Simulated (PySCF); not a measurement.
# A survey of ³¹P NMR shifts

PySCF 2.14 calculation with NMR shieldings at PBE0/pcSseg-1/GIAO and coordinates at the GFN2-xTB level; non-relativistic Hamiltonian, one computed conformer, isolated molecule, rapidly exchanging positions averaged.

Shieldings were converted by a linear fit to measured shifts: ³¹P (scatter 18.1 ppm rms vs H3PO4, solution or neat liquid). Occasional misses reach two or three times the rms, and more in compound classes unlike the fitted ones.

**Question.** Give the ³¹P shifts of `FC(F)=C(F)[P@@H](=S)CCP`, `Clc1pccc2ccccc12`, `F[Si](F)(F)[SiH](P)P`, `Clc1ccc2ccccc2p1`.

**Answer.** 
| compound | environment | δ (ppm) |
| --- | --- | --- |
| [F:1][C:2]([F:3])=[C:4]([F:5])[P@@H:6](=[S:7])[CH2:8][CH2:9][PH2:10] | P6: phosphorus bonded to 2 C, S, H | -1.9 |
| [F:1][C:2]([F:3])=[C:4]([F:5])[P@@H:6](=[S:7])[CH2:8][CH2:9][PH2:10] | P10: phosphorus bonded to C, 2 H | -152.5 |
| Clc1pccc2ccccc12 | phosphorus bonded to 2 C, in a 6-membered ring | 182.3 |
| F[Si](F)(F)[SiH](P)P | phosphorus bonded to Si, 2 H (×2) | -232.7 |
| Clc1ccc2ccccc2p1 | phosphorus bonded to 2 C, in a 6-membered ring | 191.9 |
